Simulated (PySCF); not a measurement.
# `[SiH3]O[SiH2][SiH3]`: 4 charge schemes on one density

H₈OSi₃.
Z-matrix (Å and degrees, GFN2-xTB geometry), rows numbered from 1:
```
Si
O   1  1.6145
Si  2  1.6258  1  166.09
Si  3  2.3013  2  106.23  1  -173.08
H   1  1.4612  2  105.90  3   105.24
H   1  1.4618  2  108.77  3   -15.00
H   1  1.4611  2  105.29  3  -135.11
H   3  1.4698  2  105.72  1   -49.59
H   3  1.4694  2  105.19  1    63.36
H   4  1.4686  3  110.29  2  -179.36
H   4  1.4689  3  114.27  2    61.65
H   4  1.4688  3  114.43  2   -60.12
```

Density: PBE0/pcSseg-1 (PySCF); schemes: Mulliken, IAO, Hirshfeld and ESP-fitted. Isolated species at its GFN2-xTB geometry, gas phase.

Question: Give the atomic charges in each scheme.

Answer: In e:

| atom | environment | Mulliken | IAO | Hirshfeld | ESP-fitted |
| --- | --- | --- | --- | --- | --- |
| Si1 | oxygen-bound silicon | +0.743 | +0.896 | +0.396 | +0.614 |
| O2 | siloxane oxygen | -0.719 | -0.898 | -0.307 | -0.403 |
| Si3 | oxygen-bound silicon | +0.632 | +0.751 | +0.329 | +0.465 |
| Si4 | SiH3 silicon | +0.123 | +0.255 | +0.212 | +0.115 |
| H5 | Si–H hydrogen | -0.128 | -0.148 | -0.082 | -0.136 |
| H6 | Si–H hydrogen | -0.127 | -0.152 | -0.081 | -0.128 |
| H7 | Si–H hydrogen | -0.128 | -0.147 | -0.081 | -0.136 |
| H8 | Si–H hydrogen | -0.109 | -0.137 | -0.083 | -0.112 |
| H9 | Si–H hydrogen | -0.108 | -0.135 | -0.083 | -0.113 |
| H10 | Si–H hydrogen | -0.070 | -0.104 | -0.080 | -0.066 |
| H11 | Si–H hydrogen | -0.055 | -0.091 | -0.070 | -0.050 |
| H12 | Si–H hydrogen | -0.054 | -0.090 | -0.070 | -0.050 |

Mean size of the charges over all atoms: IAO 0.317 e, Mulliken 0.250 e, ESP-fitted 0.199 e, Hirshfeld 0.156 e. Each set sums to the total charge, 0, to within 0.001 e. The IAO scheme counts the electrons in orthogonalised intrinsic atomic orbitals, a minimal basis polarised so that it spans the occupied orbitals exactly. The ESP scheme is a least-squares fit of atom-centred charges to the potential on four shells outside the van der Waals surface, with the total charge fixed.

Lowest charge. All schemes agree: Mulliken O2 (-0.719); IAO O2 (-0.898); Hirshfeld O2 (-0.307); ESP-fitted O2 (-0.403).

Highest charge. All schemes agree: Mulliken Si1 (+0.743); IAO Si1 (+0.896); Hirshfeld Si1 (+0.396); ESP-fitted Si1 (+0.614).

Question: How many electrons does the ESP-fitted scheme count on Si1?

Answer: Z − q = 14 − (+0.614) = 13.386.

Question: Sum the charges by element, for elements with more than one atom.

Answer: 
```
element  atoms  Mulliken     IAO  Hirshfeld  ESP-fitted
     Si      3    +1.498  +1.902     +0.937      +1.194
      H      8    -0.778  -1.004     -0.630      -0.791
```

Question: How closely do the schemes follow one another over all atoms?

Answer: Correlation coefficient and root-mean-square difference: Mulliken with IAO 1.00, 0.088 e; Mulliken with ESP-fitted 0.98, 0.110 e; IAO with ESP-fitted 0.98, 0.190 e; IAO with Hirshfeld 0.98, 0.258 e; Hirshfeld with ESP-fitted 0.97, 0.089 e; Mulliken with Hirshfeld 0.96, 0.182 e.

The run behind these numbers computed NMR shieldings as well. On one thread of an x86-64 server (shared host), this took 11 s.
